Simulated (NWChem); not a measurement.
System: C2H5S, doublet; SMILES C[CH]S

Here is an NWChem input.

```
start job
memory heap 200 mb stack 900 mb global 1100 mb
geometry units angstroms noautosym nocenter noautoz
  C      0.256800     1.664799    -0.033969
  C     -0.585565     0.447493     0.081384
  S      0.043976    -1.162550    -0.056839
  H      0.607725     1.844272    -1.070216
  H     -0.304953     2.557903     0.279349
  H      1.159421     1.600461     0.598814
  H     -1.666062     0.497272    -0.078279
  H      1.305462    -0.896892     0.353411
end
basis spherical
  C library 6-31g*
  S library 6-31g*
  H library 6-31g*
end
dft
  odft
  mult 2
  xc hfexch
  iterations 150
  mulliken
end
task dft energy
esp
  recalculate
  probe 0.07
  range 0.3
  factor 1.0
  spacing 0.02
end
task esp
```

Excerpt of the output:

```
             Northwest Computational Chemistry Package (NWChem) 7.3.0
             --------------------------------------------------------

                             Geometry "geometry" -> ""
                             -------------------------

 Output coordinates in angstroms (scale by  1.889725989 to convert to a.u.)

  No.       Tag          Charge          X              Y              Z
 ---- ---------------- ---------- -------------- -------------- --------------
    1 C                    6.0000     0.25680000     1.66479900    -0.03396900
    2 C                    6.0000    -0.58556500     0.44749300     0.08138400
    3 S                   16.0000     0.04397600    -1.16255000    -0.05683900
    4 H                    1.0000     0.60772500     1.84427200    -1.07021600
    5 H                    1.0000    -0.30495300     2.55790300     0.27934900
    6 H                    1.0000     1.15942100     1.60046100     0.59881400
    7 H                    1.0000    -1.66606200     0.49727200    -0.07827900
    8 H                    1.0000     1.30546200    -0.89689200     0.35341100

 Effective nuclear repulsion energy (a.u.)      99.5058435313

  xc_inp: hfexch multiplicative factor not found.

                                 NWChem DFT Module
                                 -----------------

 Summary of "ao basis" -> "ao basis" (spherical)
 ------------------------------------------------------------------------------
       Tag                 Description            Shells   Functions and Types
 ---------------- ------------------------------  ------  ---------------------
 C                           6-31g*                  6       14   3s2p1d
 S                           6-31g*                  8       18   4s3p1d
 H                           6-31g*                  2        2   2s

            General Information
            -------------------
          SCF calculation type: DFT
          Wavefunction type:  spin polarized.
          No. of atoms     :     8
          No. of electrons :    33
           Alpha electrons :    17
            Beta electrons :    16
          Charge           :     0
          Spin multiplicity:     2
          Use of symmetry is: off; symmetry adaption is: off
          Maximum number of iterations: 150
          AO basis - number of functions:    56
                     number of shells:    30
          Convergence on energy requested:  1.00D-06
          Convergence on density requested:  1.00D-05
          Convergence on gradient requested:  5.00D-04

              XC Information
              --------------
                     Hartree-Fock (Exact) Exchange  1.000

      Superposition of Atomic Density Guess
      -------------------------------------

 Sum of atomic energies:        -475.26735195

      Non-variational initial energy
      ------------------------------

 Total energy =    -476.740124
 1-e energy   =    -850.243551
 2-e energy   =     273.997584
 HOMO         =      -0.085273
 LUMO         =       0.087489

     ---------------------------------------------
      Total Density - Mulliken Population Analysis
     ---------------------------------------------

    Atom       Charge   Shell Charges
 -----------   ------   -------------------------------------------------------
    1 C    6     6.66   2.00  0.72  2.03  0.67  1.22  0.04
    2 C    6     6.37   2.00  0.71  1.79  0.64  1.19  0.03
    3 S   16    16.11   2.00  2.00  5.98  1.32  2.99  0.49  1.28  0.05
    4 H    1     0.78   0.46  0.32
    5 H    1     0.77   0.46  0.30
    6 H    1     0.77   0.46  0.31
    7 H    1     0.77   0.46  0.31
    8 H    1     0.77   0.40  0.36

     --------------------------------------------
      Spin Density - Mulliken Population Analysis
     --------------------------------------------

    Atom       Charge   Shell Charges
 -----------   ------   -------------------------------------------------------
    1 C    6     0.02   0.00  0.00  0.01 -0.00  0.00  0.01
    2 C    6     0.71   0.00  0.00  0.37  0.01  0.33  0.00
    3 S   16     0.19   0.00 -0.00  0.00  0.00  0.11  0.00  0.07  0.01
    4 H    1     0.06   0.03  0.03
    5 H    1     0.00   0.00  0.00
    6 H    1     0.02   0.01  0.01
    7 H    1     0.00   0.00  0.00
    8 H    1     0.01   0.00  0.01

   convergence    iter        energy       DeltaE   RMS-Dens  Diis-err
 ---------------- ----- ----------------- --------- --------- ---------
 d= 0,ls=0.0,diis     1   -476.0592451019 -5.76D+02  4.03D-03  4.38D-02
                                                     3.18D-03  4.84D-02
 d= 0,ls=0.0,diis     2   -476.1007093709 -4.15D-02  1.73D-03  3.34D-03
                                                     1.58D-03  5.78D-03
 d= 0,ls=0.0,diis     3   -476.1066413649 -5.93D-03  7.98D-04  7.79D-04
                                                     6.04D-04  5.44D-04
 d= 0,ls=0.0,diis     4   -476.1077400738 -1.10D-03  3.98D-04  7.95D-05
                                                     4.52D-04  2.19D-04
 d= 0,ls=0.0,diis     5   -476.1080904678 -3.50D-04  2.62D-04  5.00D-05
                                                     2.30D-04  2.16D-05
  Resetting Diis
 d= 0,ls=0.0,diis     6   -476.1081720229 -8.16D-05  1.05D-04  4.11D-06
                                                     1.13D-04  6.80D-06
 d= 0,ls=0.0,diis     7   -476.1081849499 -1.29D-05  2.44D-05  8.16D-07
                                                     2.03D-05  7.33D-07
 d= 0,ls=0.0,diis     8   -476.1081861465 -1.20D-06  2.38D-05  3.00D-07
                                                     2.30D-05  3.74D-07
 d= 0,ls=0.0,diis     9   -476.1081868845 -7.38D-07  2.32D-05  1.28D-07
                                                     1.92D-05  9.27D-08
 d= 0,ls=0.0,diis    10   -476.1081871757 -2.91D-07  7.25D-06  8.93D-09
                                                     5.23D-06  8.92D-09

         Total DFT energy =     -476.108187175674
      One electron energy =     -852.371597548652
           Coulomb energy =      313.949518322507
    Exchange-Corr. energy =      -37.191951480806
 Nuclear repulsion energy =       99.505843531278

 Numeric. integr. density =        0.000000000000

                    DFT Final Alpha Molecular Orbital Analysis
                    ------------------------------------------

 Vector   15  Occ=1.000000D+00  E=-4.757797D-01
              MO Center=  2.1D-02, -3.1D-01, -1.2D-01, r^2= 3.1D+00
   Bfn.  Coefficient  Atom+Function         Bfn.  Coefficient  Atom+Function
  ----- ------------  ---------------      ----- ------------  ---------------
    36      0.368541  3 S  py                37      0.313180  3 S  pz
    38     -0.257374  3 S  s                 18     -0.220562  2 C  py
     4      0.184284  1 C  py                34     -0.181769  3 S  s
    19      0.168798  2 C  pz                32     -0.142717  3 S  py
    41      0.135505  3 S  pz                56      0.132042  8 H  s

 Vector   16  Occ=1.000000D+00  E=-4.386133D-01
              MO Center= -1.1D-01, -2.7D-01,  6.3D-02, r^2= 2.9D+00
   Bfn.  Coefficient  Atom+Function         Bfn.  Coefficient  Atom+Function
  ----- ------------  ---------------      ----- ------------  ---------------
    37      0.328522  3 S  pz                36     -0.319772  3 S  py
    19      0.302377  2 C  pz                23      0.241272  2 C  pz
    35     -0.209316  3 S  px                41      0.183406  3 S  pz
    38      0.164899  3 S  s                  5     -0.136794  1 C  pz
    40     -0.132310  3 S  py                33     -0.124429  3 S  pz

 Vector   17  Occ=1.000000D+00  E=-3.005276D-01
              MO Center= -1.6D-01, -3.2D-01, -1.7D-02, r^2= 2.6D+00
   Bfn.  Coefficient  Atom+Function         Bfn.  Coefficient  Atom+Function
  ----- ------------  ---------------      ----- ------------  ---------------
    37      0.495204  3 S  pz                23     -0.453384  2 C  pz
    19     -0.442704  2 C  pz                41      0.379029  3 S  pz
    33     -0.181367  3 S  pz                48     -0.156095  4 H  s
    35     -0.141562  3 S  px                39     -0.127305  3 S  px
    20     -0.094599  2 C  s                 47     -0.094986  4 H  s

[...]

                     NWChem Electrostatic Potential Fit Module
                     -----------------------------------------

 Atom parameters

 Number of atoms is                                    8
 Number of basis functions is                         56

 Grid parameters

 Maximum number of grid points is                  34123
 Number of grid points is                          34122
 Grid range                                     0.300000 nm
 Grid spacing                                   0.020000 nm
 Probe radius                                   0.070000 nm
 Atom radius factor                             1.000000

 Atomic radii

    1    0.100000
    6    0.147000
   16    0.174000
 FASTESP  F
  using M.O. file = ./job.movecs

    Atom              Coordinates                           Charge

                                                  ESP

    1 C     0.025680    0.166480   -0.003397    0.014244
    2 C    -0.058557    0.044749    0.008138   -0.101904
    3 S     0.004398   -0.116255   -0.005684   -0.307314
    4 H     0.060773    0.184427   -0.107022    0.023861
    5 H    -0.030495    0.255790    0.027935   -0.003368
    6 H     0.115942    0.160046    0.059881    0.021146
    7 H    -0.166606    0.049727   -0.007828    0.149098
    8 H     0.130546   -0.089689    0.035341    0.204236
                                            ------------
                                               -0.000000

 Dipole moment                                  0.603874

 Quadrupole moment Qxx                          4.736975
                   Qyy                         -1.905419
                   Qzz                         -2.831556

 RMS deviation kJ/mol                           0.100175

 RRMS %                                        53.845589
```

Level: UHF/6-31G* (spherical d). Geometry: optimised at PBE0/def2-SVP, spin-unrestricted. No stability test was run on the SCF state.
